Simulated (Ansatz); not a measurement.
B₂H₄F₂⁻, that is diborane 1,1-di F with one electron more. The state is a doublet with charge -1. Geometry PBE-D4/def2-TZVP, that of the neutral singlet; atoms count from 1.

```xyz
8

B     0.5300   -0.6757    0.1787
F     1.7863   -0.4667    0.5939
F     0.0984   -1.9364    0.0421
H    -0.3784    0.0821    0.9395
B    -0.5400    0.6885   -0.1822
H    -1.6504    0.4439   -0.5487
H    -0.1033    1.7916   -0.0429
H     0.2574    0.0727   -0.9804
```

The highest occupied level of the charge -1 doublet lies above zero (up to 1.59 eV). By energy differences it is unbound by 0.61 eV (vertical, against the charge 0 singlet, at PBE0-D4/def2-TZVPD) and held by the finite basis.

(1) Estimate the Mulliken populations from the PBE0/def2-TZVPD orbitals of Ansatz.

(2) Where does the spin sit?

(3) And the Mayer bond orders between heavy atoms (over 0.3)?

Results:

(1) 
```csv
atom,charge (e),spin (α − β)
B1,-1.99,2.39
F2,-0.59,0.31
F3,-0.59,0.31
H4,0.11,0.18
B5,2.13,-2.70
H6,-0.09,0.17
H7,-0.09,0.17
H8,0.11,0.18
```
Mulliken values depend strongly on the basis. With diffuse functions, as here, like atoms can get unlike values, and bond orders can come out too low or too high.

(2) Summed by element: B -0.31, F 0.61, H 0.70, of 1 unpaired in all. Largest on single atoms: B5 -2.70, B1 2.39, F3 0.31.

(3) B1–F2 2.55 (1.34 Å); B1–F3 2.55 (1.34 Å).
